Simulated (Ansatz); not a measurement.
TiH2Cl4, singlet: at the end structure of a reaction step.

Input (in.yaml):

```yaml
crystal:
  periodic: [false, false, false]
  atoms:
    - {symbol: Ti, position_ang: [-0.189868, 1.019778, -0.177935]}
    - {symbol: Cl, position_ang: [-0.253805, -2.690182, 0.341542]}
    - {symbol: Cl, position_ang: [-0.918576, 0.242748, -2.060919]}
    - {symbol: Cl, position_ang: [-1.451215, 0.758881, 1.560258]}
    - {symbol: Cl, position_ang: [0.615796, 3.016952, -0.343974]}
    - {symbol: H, position_ang: [0.999252, -2.512961, 0.531775]}
    - {symbol: H, position_ang: [1.198318, 0.164784, 0.149253]}
basis:
  gaussian: {orbitals: STO-3G}
hamiltonian: {xc: pbe, dispersion: d4}
```

Run by:

```bash
ansatz run in.yaml --threads 8 --pin off --events-out ev --progress --plain --max-ram 19148MiB
```

The run's output (Ansatz 0.2.0):

```
Functional definition: PBE
  name "PBE"
  cite "Perdew, Burke & Ernzerhof, Phys. Rev. Lett. 77, 3865 (1996) doi:10.1103/PhysRevLett.77.3865"
  parent pbe
  parameter kappa = 0.804
  parameter beta = 0.06672455060314922
  exchange = pbe_x(kappa = kappa, mu = beta*pi^2/3)
  correlation = pbe_c(beta = beta)
659 factors; integrals over basis functions are off by at most 2.2e-4 eV
mean field evaluation 1: about -72427.6798 eV, gradient 3.6e1 eV
mean field evaluation 2: about -72316.1375 eV, gradient 2.2e2 eV
mean field evaluation 4: about -72433.0271 eV, gradient 4.5e0 eV
mean field evaluation 8: about -72433.0770 eV, gradient 7.2e-2 eV
mean field -72433.07706140 eV, -2661.8664851033 hartree, gradient 1.6e-5 eV, S^2 0.000000; 0 other end points of the search recorded, 0 dependent functions left out
reference -72433.07708541 eV, -2661.8664859859 hartree; 46, 46 occupied and 10, 10 virtual orbitals, 659 factors
Total energy: -72433.32771926 eV, -2661.8756966099 hartree
```

The lines “mean field evaluation” count trial sets of orbitals through the whole run, from several starts and some on an approximate energy, so they need not fall steadily or lie above the final value.

Hardware: 8 CPU threads of an Intel Xeon, shared host. Wall time about 1 s.
